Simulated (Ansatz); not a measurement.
Ga₄P₄H₁₄, a cluster cut from wurtzite GaP (hydrogen-capped), 22 atoms. Hardware: 2 threads of AMD EPYC 7R13 on a shared host and a share (18 GiB) of an NVIDIA H100 80GB HBM3.

Correlated methods freeze 56 core orbitals; core or outer-core shells of Ga are correlated, in sets that lack core-valence functions. Single mean-field runs in def2-TZVP are fitted with def2-universal-jkfit.

Question: How many basis functions does each of these Ansatz runs have, and roughly what does it cost? MP2/def2-TZVP, charge 0 singlet, energy, from earlier orbitals; PBE-D4/def2-TZVP, charge 1 doublet at the geometry of the charge 0 singlet, energy, from earlier orbitals; CAM-B3LYP-D4/def2-TZVP, charge 0 singlet, energy, from earlier orbitals; CCSD(T)/def2-SVP, charge 0 singlet, energy, from earlier orbitals; PBE with 50 % exact exchange/def2-SVP, charge 0 singlet, energy, from earlier orbitals; PBE-D4/def2-TZVP, charge 0 singlet, energy and forces, from earlier orbitals; BHLYP-D4/def2-TZVP, charge 0 singlet, energy, from earlier orbitals; BHLYP-D4/def2-TZVP, charge 1 doublet at the geometry of the charge 0 singlet, energy, from earlier orbitals; PBE with 10 % exact exchange/def2-SVP, charge 0 singlet, energy, from earlier orbitals; PBE0-D4/def2-TZVP, charge 0 singlet, energy, from earlier orbitals; PBE-D4/def2-TZVP, charge -1 doublet at the geometry of the charge 0 singlet, energy, from earlier orbitals; PBE with 35 % exact exchange/def2-SVP, charge 0 singlet, energy, from earlier orbitals.

Answer: Other jobs shared the machine, so times can vary by a factor of up to 3.

| run | functions | fitting or Cholesky vectors | wall time | peak host memory (GiB) |
| --- | --- | --- | --- | --- |
| MP2/def2-TZVP, charge 0 singlet, energy, from earlier orbitals | 424 | 2877 | 3.3 s | 0.97 |
| PBE with 50 % exact exchange/def2-SVP, charge 0 singlet, energy, from earlier orbitals | 270 | 2658 | 3.4 s | 0.95 |
| PBE-D4/def2-TZVP, charge 0 singlet, energy and forces, from earlier orbitals | 424 | 1828 | 3.7 s | 0.88 |
| PBE with 10 % exact exchange/def2-SVP, charge 0 singlet, energy, from earlier orbitals | 270 | 2658 | 3.8 s | 0.95 |
| PBE with 35 % exact exchange/def2-SVP, charge 0 singlet, energy, from earlier orbitals | 270 | 2658 | 3.9 s | 0.95 |
| PBE0-D4/def2-TZVP, charge 0 singlet, energy, from earlier orbitals | 424 | 1828 | 4.4 s | 0.87 |
| CAM-B3LYP-D4/def2-TZVP, charge 0 singlet, energy, from earlier orbitals | 424 | 1828 | 4.7 s | 0.9 |
| PBE-D4/def2-TZVP, charge 1 doublet at the geometry of the charge 0 singlet, energy, from earlier orbitals | 424 | 1828 | 4.9 s | 0.96 |
| BHLYP-D4/def2-TZVP, charge 0 singlet, energy, from earlier orbitals | 424 | 1828 | 6 s | 0.87 |
| BHLYP-D4/def2-TZVP, charge 1 doublet at the geometry of the charge 0 singlet, energy, from earlier orbitals | 424 | 1828 | 6 s | 1 |
| CCSD(T)/def2-SVP, charge 0 singlet, energy, from earlier orbitals | 270 | 2658 | 6.5 s | 0.92 |
| PBE-D4/def2-TZVP, charge -1 doublet at the geometry of the charge 0 singlet, energy, from earlier orbitals | 424 | 1828 | 14 s | 0.97 |
